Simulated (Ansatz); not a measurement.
Mulliken charges of `O=C(O)[Se][GaH2]` from r2SCAN/def2-TZVPP in Ansatz (PBE0-D4/def2-TZVP geometry).

```
atom   x (Å)   y (Å)   z (Å)  charge (e)
  O1  -1.981   0.601   1.452      -0.273
  C2  -1.169   0.445   0.603       0.265
  O3  -0.010  -0.300   0.846      -0.225
 Se4  -1.089   1.044  -1.192      -0.164
 Ga5   1.009  -0.183  -1.082       0.315
  H6   0.000  -0.631   1.757       0.214
  H7   2.276   0.674  -0.773      -0.066
  H8   0.962  -1.650  -1.611      -0.066
```

Problem. By hand: the dipole of these point charges (1 e Å = 4.8032 D).

Solution. Σ q r = (0.516, -0.278, -0.039) e Å, of length 0.587 e Å = 2.82 D.

Problem. How does the dipole of the full density compare? (An estimate is asked.)

Solution. Computed: (0.443, -0.298, 0.131) e Å, 2.64 D; the point charges give 1.07 times that, at 18° from its direction.

Point charges leave out the atoms' own dipoles, such as those of lone pairs, and Mulliken's split depends on the basis, so the two needn't agree.
